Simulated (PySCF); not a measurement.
Input for PySCF: R-B3LYP/6-31G* on BH5N2O (SMILES NB(N)O), a point of a torsion scan.

```python
from pyscf import gto, scf, dft, mp
from pyscf.data.elements import chemcore

mol = gto.M(
    atom='''
    N     0.91139566    0.93448698   -0.20308886
    B     0.10210276   -0.21857379   -0.13405002
    N    -1.30783210   -0.10210724   -0.14113939
    O     0.71412148   -1.46257312   -0.16095021
    H     1.91058985    0.86108248   -0.14880490
    H     0.57081809    1.86171946   -0.02720766
    H    -1.78768774    0.77553211   -0.07115065
    H    -1.91700716   -0.89435935   -0.05251683
    H     0.43874027   -2.01424936   -0.88688270
    ''',
    basis='6-31g*',
    cart=True,
    charge=0, spin=0, verbose=3, max_memory=1800)
mf = dft.RKS(mol, xc='b3lyp')
mf.conv_tol = 1e-8
mf.max_cycle = 100
mf.kernel()
if not mf.converged:
    mf = mf.newton().run(mf.mo_coeff, mf.mo_occ)
```

The log:

```
converged SCF energy = -212.702225798401
```

Self-consistency was reached.

Cost: about 5 core-seconds (a rough figure).
